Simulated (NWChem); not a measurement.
System: C2H7AlO; SMILES [CH3][Al]([CH3])[OH]

NWChem input:

```
start job
memory heap 200 mb stack 900 mb global 1100 mb
geometry units angstroms noautoz
  Al    -0.003441     0.006224     0.070782
  C     -1.692776    -0.118066    -0.894291
  H     -2.548084    -0.206020    -0.206644
  H     -1.710571    -0.989363    -1.570894
  H     -1.859908     0.769779    -1.527943
  C      1.739204     0.115662    -0.816957
  H      1.925676    -0.790555    -1.419295
  H      2.587942     0.231599    -0.124456
  H      1.767213     0.963907    -1.522566
  O     -0.131049     0.012427     1.779110
  H      0.604475     0.071238     2.390407
end
basis spherical
  Al library 6-31g*
  C library 6-31g*
  H library 6-31g*
  O library 6-31g*
end
dft
  xc xtpss03 ctpss03
  iterations 150
  mulliken
end
task dft energy
```

Excerpt of the output:

```
             Northwest Computational Chemistry Package (NWChem) 7.3.0
             --------------------------------------------------------

 C1  symmetry detected

                             Geometry "geometry" -> ""
                             -------------------------

 Output coordinates in angstroms (scale by  1.889725989 to convert to a.u.)

  No.       Tag          Charge          X              Y              Z
 ---- ---------------- ---------- -------------- -------------- --------------
    1 Al                  13.0000     0.04802614    -0.00447524     0.00051624
    2 C                    6.0000    -0.99657815    -1.65052129    -0.00042924
    3 H                    1.0000    -0.35089045    -2.54153998    -0.03674931
    4 H                    1.0000    -1.68404691    -1.69449264    -0.86224127
    5 H                    1.0000    -1.62628076    -1.72741815     0.90249834
    6 C                    6.0000    -0.75569289     1.78183504     0.00017017
    7 H                    1.0000    -1.35985091     1.93556546    -0.91096767
    8 H                    1.0000    -0.02281379     2.60253437     0.05209376
    9 H                    1.0000    -1.44862057     1.90018621     0.85107109
   10 O                    8.0000     1.74844795    -0.21249339    -0.00046576
   11 H                    1.0000     2.39420615     0.49540743     0.00286436

 Effective nuclear repulsion energy (a.u.)     153.9206350640

                                 NWChem DFT Module
                                 -----------------

 Summary of "ao basis" -> "ao basis" (spherical)
 ------------------------------------------------------------------------------
       Tag                 Description            Shells   Functions and Types
 ---------------- ------------------------------  ------  ---------------------
 Al                          6-31g*                  8       18   4s3p1d
 C                           6-31g*                  6       14   3s2p1d
 H                           6-31g*                  2        2   2s
 O                           6-31g*                  6       14   3s2p1d

            General Information
            -------------------
          SCF calculation type: DFT
          Wavefunction type:  closed shell.
          No. of atoms     :    11
          No. of electrons :    40
           Alpha electrons :    20
            Beta electrons :    20
          Charge           :     0
          Spin multiplicity:     1
          Use of symmetry is: off; symmetry adaption is: off
          Maximum number of iterations: 150
          AO basis - number of functions:    74
                     number of shells:    40
          Convergence on energy requested:  1.00D-06
          Convergence on density requested:  1.00D-05
          Convergence on gradient requested:  5.00D-04

              XC Information
              --------------
                  TPSS metaGGA Exchange Functional  1.000
             TPSS03 metaGGA Correlation Functional  1.000

             Grid Information
             ----------------
          Grid used for XC integration:  medium
          Radial quadrature: Mura-Knowles
          Angular quadrature: Lebedev.
          Tag              B.-S. Rad. Rad. Pts. Rad. Cut. Ang. Pts.
          ---              ---------- --------- --------- ---------
          Al                  1.25       88           8.0       590
          C                   0.70       49          11.0       434
          H                   0.35       45          12.0       434
          O                   0.60       49          10.0       434
          Grid pruning is: on
          Number of quadrature shells:   550
          Spatial weights used:  Erf1

      Superposition of Atomic Density Guess
      -------------------------------------

 Sum of atomic energies:        -395.42113900

      Non-variational initial energy
      ------------------------------

 Total energy =    -397.045228
 1-e energy   =    -849.297246
 2-e energy   =     298.331382
 HOMO         =      -0.329362
 LUMO         =       0.006674

     ---------------------------------------------
      Total Density - Mulliken Population Analysis
     ---------------------------------------------

    Atom       Charge   Shell Charges
 -----------   ------   -------------------------------------------------------
    1 Al  13    11.80   2.00  2.00  5.97  0.72  0.67  0.17  0.11  0.15
    2 C    6     7.08   2.00  0.73  2.12  0.73  1.49  0.02
    3 H    1     0.74   0.45  0.29
    4 H    1     0.74   0.45  0.29
    5 H    1     0.74   0.45  0.29
    6 C    6     7.08   2.00  0.73  2.12  0.73  1.49  0.02
    7 H    1     0.74   0.45  0.29
    8 H    1     0.74   0.45  0.29
    9 H    1     0.74   0.45  0.29
   10 O    8     9.16   2.00  0.94  3.21  0.91  2.09  0.01
   11 H    1     0.44   0.36  0.09

   convergence    iter        energy       DeltaE   RMS-Dens  Diis-err
 ---------------- ----- ----------------- --------- --------- ---------
 d= 0,ls=0.0,diis     1   -398.0741865865 -5.52D+02  2.02D-02  7.08D-01
 d= 0,ls=0.0,diis     2   -397.7973524389  2.77D-01  1.48D-02  3.32D+00
 d= 0,ls=0.0,diis     3   -398.1513912261 -3.54D-01  2.74D-03  6.19D-02
 d= 0,ls=0.0,diis     4   -398.1567331646 -5.34D-03  1.14D-03  1.47D-02
 d= 0,ls=0.0,diis     5   -398.1586889054 -1.96D-03  2.01D-04  3.58D-04
  Resetting Diis
 d= 0,ls=0.0,diis     6   -398.1587357168 -4.68D-05  5.00D-05  1.15D-05
 d= 0,ls=0.0,diis     7   -398.1587370813 -1.36D-06  3.09D-05  1.83D-06
 d= 0,ls=0.0,diis     8   -398.1587366509  4.30D-07  1.89D-05  5.39D-06
 d= 0,ls=0.0,diis     9   -398.1587373170 -6.66D-07  2.79D-06  8.67D-08

         Total DFT energy =     -398.158737316997
      One electron energy =     -854.388644781706
           Coulomb energy =      343.156357945652
    Exchange-Corr. energy =      -40.847085544910
 Nuclear repulsion energy =      153.920635063967

 Numeric. integr. density =       39.999991866964

                       DFT Final Molecular Orbital Analysis
                       ------------------------------------

 Vector   18  Occ=2.000000D+00  E=-2.620443D-01
              MO Center=  6.9D-01, -5.4D-01,  1.1D-03, r^2= 3.1D+00
   Bfn.  Coefficient  Atom+Function         Bfn.  Coefficient  Atom+Function
  ----- ------------  ---------------      ----- ------------  ---------------
    62     -0.352444  10 O  py               61      0.323006  10 O  px
    66     -0.253753  10 O  py               22      0.233282   2 C  py
     7     -0.220029   1 Al px               65      0.215679  10 O  px
    21      0.145117   2 C  px               26      0.137800   2 C  py
     8     -0.122465   1 Al py                3      0.109042   1 Al px

 Vector   19  Occ=2.000000D+00  E=-2.566447D-01
              MO Center=  1.6D+00, -1.9D-01, -1.2D-03, r^2= 9.9D-01
   Bfn.  Coefficient  Atom+Function         Bfn.  Coefficient  Atom+Function
  ----- ------------  ---------------      ----- ------------  ---------------
    63      0.599535  10 O  pz               67      0.457691  10 O  pz
     9      0.131584   1 Al pz               13      0.098416   1 Al pz
     5     -0.060140   1 Al pz               17     -0.057913   1 Al d  1
    38     -0.042707   5 H  s                36      0.041657   4 H  s
    54      0.041250   7 H  s                58     -0.038615   9 H  s

 Vector   20  Occ=2.000000D+00  E=-2.271368D-01
              MO Center= -3.9D-01,  1.9D-01,  1.9D-04, r^2= 3.8D+00
   Bfn.  Coefficient  Atom+Function         Bfn.  Coefficient  Atom+Function
  ----- ------------  ---------------      ----- ------------  ---------------
    42      0.318784   6 C  py                8     -0.276617   1 Al py
    22      0.265308   2 C  py               46      0.219558   6 C  py
    62      0.197968  10 O  py               26      0.177620   2 C  py
    41     -0.153402   6 C  px               21      0.150109   2 C  px
    44     -0.150579   6 C  s                66      0.147084  10 O  py

 Vector   21  Occ=0.000000D+00  E=-1.361022D-02
              MO Center=  7.4D-02,  3.7D-03,  1.2D-02, r^2= 4.2D+00
   Bfn.  Coefficient  Atom+Function         Bfn.  Coefficient  Atom+Function
  ----- ------------  ---------------      ----- ------------  ---------------
    13      0.647822   1 Al pz                9      0.519293   1 Al pz
    67     -0.235980  10 O  pz               63     -0.231715  10 O  pz
    54      0.215552   7 H  s                58     -0.203215   9 H  s
    38     -0.200703   5 H  s                36      0.194981   4 H  s
     5     -0.180648   1 Al pz               53      0.081371   7 H  s

 Vector   22  Occ=0.000000D+00  E= 1.862098D-03
              MO Center=  3.8D-01,  2.5D-01, -1.0D-02, r^2= 5.5D+00
   Bfn.  Coefficient  Atom+Function         Bfn.  Coefficient  Atom+Function
  ----- ------------  ---------------      ----- ------------  ---------------
    10      1.291627   1 Al s                44     -0.714605   6 C  s
    24     -0.594114   2 C  s                64     -0.485021  10 O  s
    74      0.214318  11 H  s                38      0.187523   5 H  s
    36      0.179870   4 H  s                54      0.175172   7 H  s
    58      0.172469   9 H  s                46      0.170227   6 C  py

 Vector   23  Occ=0.000000D+00  E= 5.049360D-02
              MO Center= -2.3D-01,  8.0D-02, -2.2D-03, r^2= 7.2D+00
   Bfn.  Coefficient  Atom+Function         Bfn.  Coefficient  Atom+Function
  ----- ------------  ---------------      ----- ------------  ---------------
    11      1.064172   1 Al px               24      0.804917   2 C  s
    44      0.528268   6 C  s                10     -0.523649   1 Al s
    64     -0.479483  10 O  s                56     -0.316807   8 H  s
    74      0.298594  11 H  s                34     -0.286411   3 H  s
    12      0.248493   1 Al py               66     -0.137827  10 O  py

[...]
```

Level: TPSS/6-31G* (spherical d). Geometry: optimised at PBE0/def2-SVP.
